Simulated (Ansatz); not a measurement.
Wavefunction ladder for `[CH2]c1ccccc1` radical

```xyz
14

C     0.3878    2.2421   -0.4209
C     0.1532    0.8856   -0.1662
C     0.2980   -0.0900   -1.1827
C     0.0659   -1.4231   -0.9268
C    -0.3185   -1.8412    0.3456
C    -0.4679   -0.9009    1.3631
C    -0.2383    0.4347    1.1180
H     0.2755    2.9831    0.3601
H     0.6868    2.5807   -1.4047
H     0.5971    0.2308   -2.1749
H     0.1832   -2.1517   -1.7211
H    -0.5002   -2.8910    0.5427
H    -0.7668   -1.2223    2.3545
H    -0.3558    1.1631    1.9133
```

Charge 0, multiplicity 2. Geometry: relaxed with PBE0-D4/def2-TZVP. Frozen core, unrestricted reference, the Gaussian-basis code of Ansatz. CBS rows extrapolate triple and quadruple zeta; past MP2 they add the triple-zeta difference.

```tsv
basis	HF (Eh)	MP2 corr.
def2-SVP	-268.94373	-0.84347
def2-TZVPP	-269.23538	-1.03608
def2-QZVPP	-269.24663	-1.10488
```

Estimate the CCSD correlation energy and the (T) correction in each basis where they were run (hartree).


```csv
basis,CCSD corr.,(T)
def2-SVP,-0.92741,-0.03885
def2-TZVPP,-1.10550,-0.05671
CBS(def2),-1.22526,as TZ
```

The UHF reference is spin-contaminated (⟨S²⟩ = 1.31, T1 = 0.037).
